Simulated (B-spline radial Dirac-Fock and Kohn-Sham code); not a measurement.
Te²⁻: non-radiative channels of the 1s vacancy

System: Te²⁻, 1s2 2s2 2p6 3s2 3p6 3d10 4s2 4p6 4d10 5s2 5p6, inside a Watson sphere of charge +2 and radius 2.652 Å (a model of the Madelung potential; inside it an electron's potential energy is lowered by 10.9 eV).

The run's input, task.json:

```json
{"items": [{
  "Z": 52,
  "q": -2,
  "cfg": [[1, 0, 2], [2, 0, 2], [2, 1, 6], [3, 0, 2], [3, 1, 6], [3, 2, 10], [4, 0, 2], [4, 1, 6], [4, 2, 10], [5, 0, 2], [5, 1, 6]],
  "A": 130,
  "rrms": 4.7423,
  "watson": [2, 2.652],
  "do": ["binding", "quiet", "decay"],
  "holes": ["K", "L1", "L2", "L3", "M1", "M2", "M3", "M4", "M5", "N1", "N2", "N3", "N4", "N5"]
}]}
```

Command: `python xray_run.py task.json out`

Model: independent-particle rates on relativistic LDA orbitals of the hole state (multipoles up to L = 3, Coulomb Auger matrix elements, transition energies from Dirac-Fock). Program: a radial B-spline solver. Kinetic energies are configuration averages from the vacuum level; the two-hole energies are estimated from single-hole states. The rates lack the Breit term, which in heavy atoms raises K-L1L1 and K-L1L2.

```csv
transition,kinetic energy (eV),width (meV),share (%)
K-L1L1,21787.2,76.5,6.4
K-L1L2,22127.7,97.4,8.1
K-L1L3,22402.6,134,11.2
K-L2L2,22419.4,14.7,1.2
K-L2L3,22706.5,326,27.1
K-L3L3,22979.2,161,13.4
K-L1M1,25805.8,26.9,2.2
K-L1M2,25937.3,18.4,1.5
K-L1M3,25991.0,25.3,2.1
K-L2M1,26134.7,14.2,1.2
K-L2M3,26321.3,52.1,4.3
K-L3M1,26405.9,19.5,1.6
K-L3M2,26538.9,50.4,4.2
K-L3M3,26594.5,52.1,4.3
K-L2N3,27057.1,9.90,0.8
K-L3N3,27328.3,9.94,0.8
```

The listed channels hold 91 % of the non-radiative rate. Summed by principal shells, of 1.20 eV in all: KLL 67.3 %, KLM 24.5 %, KLN 4.7 %, KMM 2.1 %, KMN 0.8 %, KLO 0.4 %.

Values without a named source are computed, but for edge energies of neutral atoms, which are taken from tables.
